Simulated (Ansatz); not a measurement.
`SC1O[SiH2]1`, relaxed with RKS PBE-D4/def2-SVP in the Gaussian-basis code of Ansatz from a rough embedded geometry. The force threshold is 0.03 eV/Å; the program also tests the step.

The species carries charge 0 and has multiplicity 1.

Start:

```xyz
8

S     1.488   -0.914    0.909
C    -0.054   -0.771    0.284
O    -0.115   -0.245   -1.022
Si   -0.757    0.961   -0.069
H     2.204   -0.749   -0.261
H    -0.782   -1.512    0.583
H    -2.182    1.125   -0.280
H     0.196    2.106   -0.144
```

```csv
step,energy (eV),largest force (eV/Å),largest move (Å)
1,-21840.1542,3.987,0.000
2,-21840.5539,2.007,0.121
3,-21840.7060,0.826,0.084
4,-21840.7359,0.400,0.169
5 (rejected),-21840.7286,1.288,0.194
6,-21840.7664,0.294,0.096
7,-21840.7860,0.256,0.100
8,-21840.8060,0.530,0.143
9,-21840.8281,0.191,0.200
10 (rejected),-21840.7836,0.569,0.200
11,-21840.8362,0.166,0.100
12,-21840.8399,0.124,0.070
13,-21840.8404,0.021,0.010
```

End:

```xyz
8

S     1.717   -0.572    0.806
C     0.036   -0.584    0.160
O    -0.157   -0.133   -1.221
Si   -0.824    1.019   -0.140
H     2.168   -1.661    0.111
H    -0.526   -1.511    0.389
H    -2.315    1.125   -0.117
H    -0.099    2.316    0.011
```

It took 16 s on 2 threads of an Arm Neoverse V2 on a shared host, with 0.15 GiB of host memory at the peak.
